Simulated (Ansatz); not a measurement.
Job for Ansatz (a program for electronic structure): R-B3LYP/def2-TZVPPD on H2 (SMILES [H][H]) with ghost functions, monomers drawn apart or pushed together. Files ending in .json are basis or fitting sets from the Basis Set Exchange.

Ansatz 0.2 input:
```yaml
crystal:
  periodic: [false, false, false]
  atoms:
    - {symbol: H, position_ang: [0.02957959, -0.32952898, 0.15438861]}
    - {symbol: H, position_ang: [0.37830172, -0.16103389, -0.48324705]}
basis:
  gaussian:
    orbitals: def2-TZVPPD.json
    ghost_atoms:
      - {symbol: C, position_ang: [0.74522505, 0.89464565, 4.27496788]}
      - {symbol: S, position_ang: [-0.89237039, 0.09529166, 4.25859133]}
      - {symbol: H, position_ang: [0.75063894, 1.76885893, 4.92243083]}
      - {symbol: H, position_ang: [1.43811829, 0.15668147, 4.67575582]}
      - {symbol: H, position_ang: [1.06274530, 1.16481383, 3.26987758]}
      - {symbol: H, position_ang: [-1.58085135, 1.13729286, 3.76490854]}
hamiltonian:
  xc: {name: B3LYP}
scf: {lower_state_search: off}
```

Program output:

```
WARN ansatz: RAYON_NUM_THREADS=2 ignored (pool sized by the plan → 2); use --threads N
Functional definition: B3LYP
these checks for a lower state are left out or cut short: stability, starts, cluster_reference, orbital_swaps, neighbouring_geometries, increment
integrals: 0.07 GiB planned
797 factors; their error is unknown
mean field: 0.66 GiB planned
mean field evaluation 1: about -31.9506 eV, gradient 7.0e0 eV
mean field evaluation 2: about -32.1052 eV, gradient 1.5e0 eV
mean field evaluation 4: about -32.1132 eV, gradient 1.3e-2 eV
mean field evaluation 8: about -32.1099 eV, gradient 7.2e-5 eV
mean field -32.10985705 eV, -1.1800154818 hartree, gradient 5.5e-6 eV, S^2 0.000000; 0 other end points of the search recorded, 0 dependent functions left out
reference -32.10999820 eV, -1.1800206690 hartree; 1, 1 occupied and 189, 189 virtual orbitals, 797 factors
Total energy: -32.10999820 eV, -1.1800206690 hartree
Checks for a lower state left out: stability, starts, cluster_reference, orbital_swaps, neighbouring_geometries, increment
```

Self-consistency was reached.

Cost: roughly 2.1 core-seconds.
